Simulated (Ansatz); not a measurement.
C₂H₅In, 8 atoms. The species carries charge 0 and has multiplicity 1. Correlated methods include outer-core shells of In, which these sets cover unevenly. In: def2 effective core potential. The bonds changed during the relaxation, so this is another structure than the one it started from. All runs use 2 threads of an Arm Neoverse V1 on a shared host. Correlated methods freeze the cores.

Problem. How many basis functions does each run have, and how long does it take in Ansatz? RKS SPW92 (LDA)/def2-TZVPP energy; direct RPA on PBE orbitals/def2-TZVPP energy; RKS B97M-V/def2-TZVPP energy; RKS ωB97M-V/def2-QZVPP energy; RKS PBE0-D4/def2-SVP energy; RHF-CCSD(T)/def2-SVP energy; RKS ωB97M-V/def2-SVP energy; RKS PBE0-D4/def2-QZVPP energy; RKS r2SCAN-D4/def2-TZVPP energy and forces; RKS r2SCANh-D4/def2-TZVPP energy; RKS PBE0-D4/def2-TZVP frequencies; RHF-MP2/def2-QZVPP energy. (Best estimate.)

Solution. Ansatz gave: Other jobs shared the machine, so times are rough.

```
                                level                job  functions  wall time  peak host memory (GiB)
                 RKS PBE0-D4/def2-SVP             energy         79      1.1 s                    0.14
           RKS SPW92 (LDA)/def2-TZVPP             energy        182      1.4 s                    0.18
                 RHF-CCSD(T)/def2-SVP             energy         79      3.2 s                    0.26
                 RKS ωB97M-V/def2-SVP             energy         79      4.9 s                    0.22
             RKS r2SCAN-D4/def2-TZVPP  energy and forces        182      5.5 s                    0.21
            RKS r2SCANh-D4/def2-TZVPP             energy        182      5.5 s                    0.39
               RKS PBE0-D4/def2-QZVPP             energy        346      7.5 s                     0.8
direct RPA on PBE orbitals/def2-TZVPP             energy        182        8 s                     0.4
                RKS B97M-V/def2-TZVPP             energy        182       12 s                    0.25
                   RHF-MP2/def2-QZVPP             energy        346       19 s                     1.4
               RKS ωB97M-V/def2-QZVPP             energy        346       19 s                       1
                RKS PBE0-D4/def2-TZVP        frequencies        142      110 s                    0.28
```
